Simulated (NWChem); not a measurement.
System: C₂H₆O₂Si; SMILES CC(=O)O[SiH3]

Here is an NWChem input.

```
start job
memory heap 200 mb stack 900 mb global 1100 mb
geometry units angstroms noautosym nocenter noautoz
  Si     0.027343     1.721976    -0.001019
  O      0.750270     0.162472     0.001212
  C     -0.087948    -0.883377     0.001212
  C      0.621616    -2.202009     0.001969
  O     -1.284117    -0.730343     0.000495
  H     -0.780033     1.925179     1.230829
  H      1.206654     2.627997    -0.001958
  H     -0.779532     1.921842    -1.233715
  H     -0.107190    -3.019723     0.003837
  H      1.273782    -2.269793     0.885085
  H      1.270903    -2.271919    -0.883176
end
basis spherical
  * library def2-svp
end
dft
  xc pbe0
  iterations 150
end
cosmo
  do_cosmo_smd true
  solvent toluene
end
task dft energy
```

Excerpt of the output:

```
             Northwest Computational Chemistry Package (NWChem) 7.3.0
             --------------------------------------------------------

                             Geometry "geometry" -> ""
                             -------------------------

 Output coordinates in angstroms (scale by  1.889725989 to convert to a.u.)

  No.       Tag          Charge          X              Y              Z
 ---- ---------------- ---------- -------------- -------------- --------------
    1 Si                  14.0000     0.02734300     1.72197600    -0.00101900
    2 O                    8.0000     0.75027000     0.16247200     0.00121200
    3 C                    6.0000    -0.08794800    -0.88337700     0.00121200
    4 C                    6.0000     0.62161600    -2.20200900     0.00196900
    5 O                    8.0000    -1.28411700    -0.73034300     0.00049500
    6 H                    1.0000    -0.78003300     1.92517900     1.23082900
    7 H                    1.0000     1.20665400     2.62799700    -0.00195800
    8 H                    1.0000    -0.77953200     1.92184200    -1.23371500
    9 H                    1.0000    -0.10719000    -3.01972300     0.00383700
   10 H                    1.0000     1.27378200    -2.26979300     0.88508500
   11 H                    1.0000     1.27090300    -2.27191900    -0.88317600

 Effective nuclear repulsion energy (a.u.)     231.4186013763

                                 NWChem DFT Module
                                 -----------------

 Summary of "ao basis" -> "ao basis" (spherical)
 ------------------------------------------------------------------------------
       Tag                 Description            Shells   Functions and Types
 ---------------- ------------------------------  ------  ---------------------
 Si                         def2-svp                 8       18   4s3p1d
 O                          def2-svp                 6       14   3s2p1d
 C                          def2-svp                 6       14   3s2p1d
 H                          def2-svp                 3        5   2s1p

 in cosmo_initialize ...
 calling solv_data for solv:toluene

 solvent parameters
 solvname_short: toluene
 solvname_long:  toluene
 dielec:        2.3741
 dielecinf:     2.2383
 nonaqueous SMD model solvent descriptors
 dielec:        2.3741
 sola:          0.0000
 solb:          0.1400
 solc:          0.8570
 solg:         40.2000
 solh:          0.0000
 soln:          1.4961

          ---------------
          -cosmo- solvent
          ---------------
 Cosmo: York-Karplus, doi: 10.1021/jp992097l
 dielectric constant -eps-     =   2.37
 screen = (eps-1)/(eps    )    =   0.57879
 surface charge correction     = lagrangian

   van der Waals surface
 --------------------------

[...]

                                COSMO-SMD solvation results
                                ---------------------------

             internal energy in gas <Psi(g)|H|Psi(g)> =      -519.167702802625
         internal energy in solvent <Psi(s)|H|Psi(s)> =      -519.167545446380
                               delta internal energy  =         0.000157356245 (    0.10 kcal/mol)
   total free energy in solvent <Psi(s)|H+V/2|Psi(s)> =      -519.170605284751
 polarization energy contribution <Psi(s)|V/2|Psi(s)> =        -0.003059838371 (   -1.92 kcal/mol)
    total free energy in solvent including G(SMD-CDS) =      -519.172916812471
                       G(SMD-CDS) energy contribution =        -0.002311527721 (   -1.45 kcal/mol)
     1 M fixed-concentration free energy of solvation =        -0.005214009847 (   -3.27 kcal/mol)

                       DFT Final Molecular Orbital Analysis
                       ------------------------------------

 Vector   22  Occ=2.000000D+00  E=-3.520060D-01
              MO Center=  3.0D-01,  1.6D+00, -2.3D-03, r^2= 3.1D+00
   Bfn.  Coefficient  Atom+Function         Bfn.  Coefficient  Atom+Function
  ----- ------------  ---------------      ----- ------------  ---------------
    80      0.317588   7 H  s                 8      0.268725   1 Si px
    22     -0.262158   2 O  px               81      0.212411   7 H  s
    75     -0.192900   6 H  s                85     -0.193858   8 H  s
    25     -0.189051   2 O  px               11      0.148850   1 Si px
     5     -0.147804   1 Si px               64     -0.121051   5 O  px

 Vector   23  Occ=2.000000D+00  E=-3.344217D-01
              MO Center= -2.5D-01,  4.5D-01,  9.4D-04, r^2= 2.9D+00
   Bfn.  Coefficient  Atom+Function         Bfn.  Coefficient  Atom+Function
  ----- ------------  ---------------      ----- ------------  ---------------
    24      0.425577   2 O  pz               27      0.335809   2 O  pz
    66     -0.333696   5 O  pz               69     -0.248126   5 O  pz
    75     -0.195100   6 H  s                85      0.194569   8 H  s
    76     -0.159643   6 H  s                86      0.159426   8 H  s
    10     -0.139069   1 Si pz                7      0.073887   1 Si pz

 Vector   24  Occ=2.000000D+00  E=-2.989121D-01
              MO Center= -7.8D-01, -7.5D-01,  7.5D-04, r^2= 1.8D+00
   Bfn.  Coefficient  Atom+Function         Bfn.  Coefficient  Atom+Function
  ----- ------------  ---------------      ----- ------------  ---------------
    65      0.569221   5 O  py               68      0.405126   5 O  py
    22      0.226245   2 O  px               25      0.179347   2 O  px
    49      0.164041   4 C  s                50     -0.152639   4 C  px
    51      0.126148   4 C  py               21     -0.122685   2 O  s
    53     -0.106484   4 C  px               23      0.087797   2 O  py

 Vector   25  Occ=0.000000D+00  E= 6.313312D-03
              MO Center= -1.4D-01, -7.5D-01,  7.2D-04, r^2= 2.7D+00
   Bfn.  Coefficient  Atom+Function         Bfn.  Coefficient  Atom+Function
  ----- ------------  ---------------      ----- ------------  ---------------
    38      0.550218   3 C  pz               41      0.524448   3 C  pz
    13     -0.401989   1 Si pz               69     -0.402588   5 O  pz
    66     -0.373122   5 O  pz               96     -0.326860  10 H  s
   101      0.328127  11 H  s                76      0.274850   6 H  s
    86     -0.274256   8 H  s                27     -0.175360   2 O  pz

 Vector   26  Occ=0.000000D+00  E= 2.566625D-02
              MO Center=  1.8D-02,  1.7D+00, -1.1D-03, r^2= 4.0D+00
   Bfn.  Coefficient  Atom+Function         Bfn.  Coefficient  Atom+Function
  ----- ------------  ---------------      ----- ------------  ---------------
    12      1.079077   1 Si py               49      0.691473   4 C  s
    21      0.514935   2 O  s                11     -0.469704   1 Si px
    76     -0.325840   6 H  s                86     -0.326063   8 H  s
    81     -0.245589   7 H  s                91     -0.245025   9 H  s
    26      0.223066   2 O  py                9      0.221746   1 Si py

 Vector   27  Occ=0.000000D+00  E= 8.201046D-02
              MO Center= -3.0D-01,  1.6D+00, -9.4D-04, r^2= 4.0D+00
   Bfn.  Coefficient  Atom+Function         Bfn.  Coefficient  Atom+Function
  ----- ------------  ---------------      ----- ------------  ---------------
    11      1.398140   1 Si px               81     -1.038531   7 H  s
    76      0.862964   6 H  s                86      0.866711   8 H  s
    12      0.550743   1 Si py               49      0.404530   4 C  s
     3     -0.335350   1 Si s                 4     -0.331469   1 Si s
     8      0.250478   1 Si px               35      0.244015   3 C  s

     Multipole analysis of the density
     ---------------------------------

     L   x y z        total         alpha         beta         nuclear
     -   - - -        -----         -----         ----         -------
     0   0 0 0     -0.000000    -24.000000    -24.000000     48.000000

     1   1 0 0      0.711992     -0.965506     -0.965506      2.643005
     1   0 1 0     -0.129517     -0.032598     -0.032598     -0.064321
     1   0 0 1     -0.000362     -0.018491     -0.018491      0.036619

     2   2 0 0    -31.384396    -62.100942    -62.100942     92.817487
     2   1 1 0     -2.460985      5.721003      5.721003    -13.902991
     2   1 0 1     -0.000141     -0.022099     -0.022099      0.044057
     2   0 2 0    -23.732114   -214.532629   -214.532629    405.333144
     2   0 1 1     -0.002613      0.139658      0.139658     -0.281928
     2   0 0 2    -27.422830    -21.925661    -21.925661     16.428492
```

Level: PBE0/def2-SVP, SMD on the gas-phase geometry. All runs use the structure optimised with PBE0/def2-SVP. Solvent: toluene.
